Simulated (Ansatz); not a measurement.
Frontier orbitals of FH4PSSn (`[F][SnH2][PH]S`).

Z-matrix (Å, degrees):
```
Sn
P 1 2.501
F 1 1.927 2 103.9
H 1 1.708 2 113.4 3 112.7
H 1 1.705 2 114.5 3 -112.9
S 2 2.123 1 98.5 3 97.2
H 2 1.423 1 92.9 3 -164.6
H 6 1.343 2 94.4 1 -135.8
```

Charge 0, multiplicity 1. Correlated methods include outer-core shells of Sn, which these sets cover unevenly. Sn takes the def2 core potential. The geometry is a stationary point of PBE0-D4/def2-TZVP. It is one conformer, not always the lowest. Basis def2-TZVPP, the Gaussian-basis code of Ansatz.

Orbital energies of one run (eV). Highest occupied ones, from the top: -6.07, -6.59, -7.79, -7.99, -8.88, -9.01, -9.18, -9.66, -10.44, -12.63, -15.22, -18.92, -25.39, -25.95. Empty: -1.73, -1.62, -1.48, -0.72, -0.27, 0.13.

(1) Which functional gave them?
A. r2SCAN
B. ωB97M-V
C. LC-ωPBE
D. BLYP

Results:

(1) D. HOMO energies: BLYP -6.07, LC-ωPBE -9.89, r2SCAN -6.48, ωB97M-V -9.38 eV.

LC-ωPBE has ω = 0.4 bohr⁻¹.
